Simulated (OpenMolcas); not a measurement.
# In: effect of the basis set

```
Program             : OpenMolcas 26.06
Method              : SS-CASPT2, IPEA 0.25 Eh, imaginary shift 0.1 Eh (closed shells correlated: 4d)
Active space        : 3 electrons in 4 orbitals (5s 5p)
State averaging     : 2S+1 = 4 odd, 1 root (0 in the spin-orbit step); 2S+1 = 2 odd, 3 roots; 2S+1 = 4 even, 3 roots; 2S+1 = 2 even, 5 roots
Spin-orbit coupling : state interaction with AMFI integrals over the reference wave functions, term energies averaged over their components
```

A. ANO-RCC-VDZP [6s5p3d1f], DKH2, point nucleus; CASPT2 step roughly 1.8 core-seconds
B. ANO-R1 [6s5p3d1f], X2C, finite nucleus; CASPT2 step about 0.9 core-seconds
C. ANO-RCC-VTZP [7s6p4d2f1g], DKH2, point nucleus; CASPT2 step roughly 1.6 core-seconds
D. ANO-R2 [7s6p4d2f1g], X2C, finite nucleus; CASPT2 step about 2.2 core-seconds
E. ANO-RCC-VQZP [8s7p5d3f2g], DKH2, point nucleus; CASPT2 step roughly 5 core-seconds
F. ANO-R3 [8s7p5d3f2g1h], X2C, finite nucleus; CASPT2 step about 4 core-seconds

Energies in eV above 5s² 5p ²P°_1/2, the measured ground level; measured values from NIST Handbook of Basic Atomic Spectroscopic Data.

| Level | A | B | C | D | E | F | Measured |
| --- | --- | --- | --- | --- | --- | --- | --- |
| 5s² 5p ²P°_1/2 | 0.0000 | 0.0000 | 0.0000 | 0.0000 | 0.0000 | 0.0000 | 0.0000 |
| 5s² 5p ²P°_3/2 | 0.259 | 0.254 | 0.260 | 0.252 | 0.262 | 0.263 | 0.2743 |
| 5s 5p² ⁴P_1/2 | 4.061 | 4.070 | 4.237 | 4.285 | 4.253 | 4.296 | 4.3367 |
| 5s 5p² ⁴P_3/2 | 4.155 | 4.163 | 4.328 | 4.374 | 4.346 | 4.390 | 4.4660 |
| 5s 5p² ⁴P_5/2 | 4.307 | 4.314 | 4.474 | 4.516 | 4.494 | 4.540 | 4.6434 |

Deviations, from unrounded energies. A percentage is the sum of absolute deviations over the sum of measured energies, with the sign that they share, or ± where signs differ.

| Against measurement | Levels | A | B | C | D | E | F |
| --- | --- | --- | --- | --- | --- | --- | --- |
| mean absolute deviation (cm-1) | 4 | 1900 | 1900 | 850 | 590 | 740 | 470 |
| fine structure of the ground term (%) | 1 | -5.8 | -7.4 | -5.2 | -8.0 | -4.6 | -4.3 |
| other configurations (%) | 3 | -6.9 | -6.7 | -3.0 | -2.0 | -2.6 | -1.6 |

F lies closest to measurement on these levels and A furthest from it. The largest miss of F in the table is 5s 5p² ⁴P_5/2, by -840 cm-1. The ranking rests on the paired levels alone, and a cruder setting can come out closer through cancelling errors.

Among A to F the level of the table that moves most is 5s 5p² ⁴P_3/2, by 1900 cm-1 (lowest in A, highest in F). Moves below CASPT2's spread within the term are not significant.

Some high roots are left out of the spin-orbit mixing, which shifts the levels that they would mix with. Terms of s pⁿ other than that of highest spin mix with s² pⁿ⁻² d, which this space lacks; all of them can be thousands of cm-1 off, and some have no real level of that name. Computed and measured levels are paired by configuration, term and J; levels that our copy of the source lacks, or whose pairing is in doubt (as where it misses far off the trend of its configuration), stay unpaired and out of the deviations. Levels of configurations outside the active space are missing. Levels that lie high or do not pair safely by name in every column are left out.

° marks odd parity.
